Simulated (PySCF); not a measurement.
Species: C₆H₈Cl₂.
Structure used (GFN2-xTB), in Å, numbered top down from 1:
```xyz
16
C6H8Cl2 angstrom
Cl    -2.5212    1.7968   -0.0018
C     -1.1652    0.7669   -0.5030
C     -1.3240   -0.7137   -0.1223
C     -0.0395   -0.6236    0.7105
Cl    -0.1383   -1.2578    2.3525
C      1.2715   -0.8926   -0.0399
C      1.3976    0.6119   -0.3468
C      0.0779    0.8815    0.3918
H     -0.9916    0.9685   -1.5598
H     -2.2058   -0.8994    0.4865
H     -1.3022   -1.4202   -0.9498
H      1.1677   -1.5453   -0.9042
H      2.0601   -1.2760    0.6025
H      2.2559    1.0813    0.1266
H      1.3867    0.8727   -1.4028
H      0.0627    1.6581    1.1486
```

Theory: TDDFT PBE0/def2-SVPD, vertical, gas phase, core orbitals frozen in the response in PySCF 2.14.0, density-fitted response routines.

Kohn–Sham orbitals with the atoms that hold most of them (Löwdin shares over 4%, at most four atoms; ? is withheld):

```csv
orbital,ε (eV),atoms
LUMO+2,0.94,"Cl5 16%, Cl1 13%, H15 8%, C6 7%"
LUMO+1,0.65,"H11 12%, H12 10%, H9 10%, C6 10%"
LUMO,0.00,?
HOMO,?,?
HOMO-1,-8.19,"Cl5 46%, C4 12%, C3 11%, Cl1 9%"
HOMO-2,-8.41,"Cl1 60%, C2 12%, C3 8%, C8 8%"
HOMO-3,-8.79,"Cl1 43%, Cl5 34%, C2 6%, C6 4%"
```

(1) Which atoms hold the LUMO, and with what shares?

(2) Give the leading atoms of the HOMO.

(3) What is the HOMO energy, and the HOMO–LUMO gap?

Results:

(1) Cl1 (bonded to C) 26%; Cl5 (bonded to C) 17%; C2 (bonded to 2 C, Cl and H) 12%; C4 (bonded to 3 C and Cl) 9%. By element: chlorine 43%, carbon 21% or more.

(2) Cl5 (bonded to C) 34%; Cl1 (bonded to C) 18%; C8 (bonded to 3 C and H) 14%; C4 (bonded to 3 C and Cl) 13%. By element: chlorine 52%, carbon 27% or more.

(3) ε(HOMO) = -7.99 eV; the gap is 7.99 eV (0.2936 hartree).

Q: How does S1 compare with the orbital gap of 7.99 eV?

A: S1 is at 6.61 eV (f = 0.0060), 1.38 eV below the gap, made of HOMO→LUMO (95%). 

Q: Give energy, strength and leading configuration of S1, S2, S3, S5 and S6, and follow the Löwdin shares of the leading atoms from the occupied to the empty orbital.

A: 
- S1 (6.61 eV, f 0.0060), HOMO→LUMO (95%): Cl5 34% → 17%, Cl1 18% → 26%
- S2 (6.84 eV, f 0.0023), HOMO-1→LUMO (93%): Cl5 46% → 17%, C4 12% → 9%, Cl1 9% → 26%
- S3 (6.99 eV, f 0.0021), HOMO-2→LUMO (92%): Cl1 60% → 26%, C2 12% → 12%, Cl5 at most 8% → 17%
- S5 (7.63 eV, f 0.054), HOMO→LUMO+1 (95%): Cl5 34% → at most 10%, Cl1 18% → at most 10%, H11 at most 13% → 12%, H12 at most 13% → 10%
- S6 (7.79 eV, f 0.029), HOMO-1→LUMO+1 (80%): Cl5 46% → at most 10%, C4 12% → at most 10%, H11 at most 9% → 12%, H12 at most 9% → 10%

Löwdin shares depend on the basis, the more so with diffuse functions.
